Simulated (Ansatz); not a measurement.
```yaml
crystal:
  periodic: [false, false, false]
  atoms:
    - {symbol: F, position_ang: [-5.390809, 1.044119, -0.466846]}
    - {symbol: Si, position_ang: [-2.072285, -0.199858, -1.287826]}
    - {symbol: Sb, position_ang: [2.618041, 2.388894, 1.701873]}
    - {symbol: H, position_ang: [-3.099532, -3.104401, -0.473612]}
    - {symbol: H, position_ang: [-1.548558, 0.581584, -4.749674]}
    - {symbol: H, position_ang: [1.878114, 0.385025, 4.542747]}
    - {symbol: H, position_ang: [5.343741, -0.441829, 0.642909]}
basis:
  gaussian: {orbitals: ANO-RCC-VTZP, fitting: {mean_field: cc-pVTZ-jkfit}}
hamiltonian: {xc: {name: PBEsol}}
```

```sh
$ ansatz run in.yaml --threads 2 --pin off --events-out ev --progress --plain --max-ram 4352MiB
```

Question: How does Ansatz answer? (An estimate is asked.)

Answer: Ansatz gave: The program refused the input.
```
Functional definition: PBEsol
Error: <dir> the basis set cc-pVTZ-JKFIT has no functions for Sb
```
